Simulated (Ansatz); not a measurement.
Geometry optimisation, RKS PBE0-D4/STO-3G in Ansatz 0.2.0.

The input (input.yaml):

```yaml
crystal:
  periodic: [false, false, false]
  atoms:
    - { symbol: Si, position_ang: [0.3868, -0.4954, -1.1069] }
    - { symbol: "N", position_ang: [1.1821, 0.8749, 0.3167] }
    - { symbol: F, position_ang: [-0.2773, -1.5542, -2.1383] }
    - { symbol: F, position_ang: [1.7324, -1.3301, -0.854] }
    - { symbol: F, position_ang: [0.6743, 0.6488, -2.1917] }
    - { symbol: H, position_ang: [0.0665, 0.728, 1.0212] }
    - { symbol: Si, position_ang: [-1.452, -0.3357, 0.7085] }
    - { symbol: H, position_ang: [1.2865, 1.8417, 0.0341] }
    - { symbol: H, position_ang: [1.9899, 0.5915, 0.8555] }
    - { symbol: H, position_ang: [-1.8024, 1.0214, 1.2261] }
    - { symbol: H, position_ang: [-1.0524, -1.1301, 1.8808] }
    - { symbol: H, position_ang: [-2.7343, -0.8607, 0.248] }
basis:
  gaussian: { orbitals: STO-3G }
hamiltonian:
  xc: pbe0
  dispersion: d4
relax:
  f_tol: 0.15
  max_steps: 25
  restrain:
    - { distance: [0, 6], at: 3.52, k: 30.0 }
    - { distance: [5, 1], at: 2.32, k: 30.0 }
    - { distance: [0, 1], at: 1.82, k: 30.0 }
    - { distance: [5, 6], at: 1.42, k: 30.0 }
output:
  orbitals: {}
```

Launched with:

```bash
$ ansatz run input.yaml --threads 1 --pin off --max-ram 2048MiB --backend cpu --events-out ev --progress --plain --runs-dir out
```

Problem. Where does it end, and by what steps?

Solution. It converged. The restraints hold the end off the free minimum. Limits of this set-up: minimal basis. After 14 steps the energy has fallen by 2.425 eV (the restraints' own energy left out); F3 moved furthest, 1.56 Å. Parted: Si1–Si7. Joined: H6–Si7.

| step | energy less start (eV) | largest force component (eV/Å) | accepted |
| --- | --- | --- | --- |
| 0 | 0.0000 | 6.405 | yes |
| 1 | 2.2252 | 4.688 | yes |
| 2 | 3.4221 | 3.507 | yes |
| 3 | 1.7103 | 3.048 | yes |
| 4 | 0.1893 | 2.787 | yes |
| 5 | -1.0305 | 1.145 | yes |
| 6 | -1.5175 | 0.874 | yes |
| 7 | -1.7604 | 0.802 | yes |
| 8 | -2.0135 | 1.151 | yes |
| 9 | -2.1530 | 1.061 | yes |
| 10 | -2.2668 | 0.872 | yes |
| 11 | -2.3602 | 0.707 | yes |
| 12 | -2.3931 | 0.698 | yes |
| 13 | -2.3967 | 1.151 | yes |
| 14 | -2.4253 | 0.780 | yes |

```xyz
12
Properties=species:S:1:pos:R:3
Si 1.072 -0.422 -1.198
N 1.698 0.843 -0.107
F -0.145 -1.325 -0.597
F 2.255 -1.471 -1.550
F 0.541 0.278 -2.561
H -0.434 0.696 0.829
Si -1.639 -0.053 1.029
H 1.127 1.714 -0.128
H 1.736 0.549 0.891
H -2.453 0.692 1.961
H -1.369 -1.334 1.627
H -2.390 -0.168 -0.195
```

Whether the end is a true minimum wasn't checked by a vibrational analysis.

Run time: 71 s on 1 thread of Intel(R) Xeon(R) Processor @ 2.70GHz, with other jobs on the host, peak memory 0.14 GiB.
